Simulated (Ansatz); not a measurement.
Species: methyl-bis(sulfanyl)borane, CH5BS2 (charge 0, singlet). 
Coordinates optimised at B3LYP-D3(BJ)/def2-TZVP (Ansatz, a quantum-chemistry and plane-wave program):
```xyz
9

C     -1.8215    -0.1616    -0.5308
B     -0.3208    -0.0318    -0.0936
S      0.4834     1.5635     0.1837
S      0.6355    -1.5441     0.1401
H     -2.1488    -1.1948    -0.6545
H     -1.9895     0.3597    -1.4776
H     -2.4760     0.3123     0.2063
H     -0.5715     2.3475    -0.0990
H      1.8163    -1.0075     0.4964
```

Wanted: atomisation energy (electronic, to ground-state atoms); the coupled-cluster value holds the core correlation from cc-pwCVTZ, in kcal/mol. Correlated levels leave the core frozen unless marked. UHF or UKS for open shells. No spin-orbit coupling. Non-relativistic. Basis-set limits of correlation are two-point, X^-3; Hartree-Fock from the larger set.

Level to compare with: CCSD(T)/CBS(aug-cc-pV(T+d)Z,aug-cc-pV(Q+d)Z) plus the core term (Ansatz), 770.3 kcal/mol. It is a level with limits of its own, and the differences hold the functionals' basis error too.

### Question
Rank these functionals by how close they come to CCSD(T)/CBS(aug-cc-pV(T+d)Z,aug-cc-pV(Q+d)Z), closest first: HSE06/def2-TZVPD (Ansatz); SVWN5/def2-TZVPD (Ansatz); BLYP/def2-TZVPD (Ansatz); wB97M-V/def2-TZVPD (Ansatz).

### Answer
HSE06/def2-TZVPD (screened hybrid, 771.0 kcal/mol, difference 0.7), wB97M-V/def2-TZVPD (range-separated hybrid meta-GGA with VV10, 773.4 kcal/mol, difference 3.1), BLYP/def2-TZVPD (GGA, 752.9 kcal/mol, difference -17.4), SVWN5/def2-TZVPD (LDA, 876.0 kcal/mol, difference 105.7)
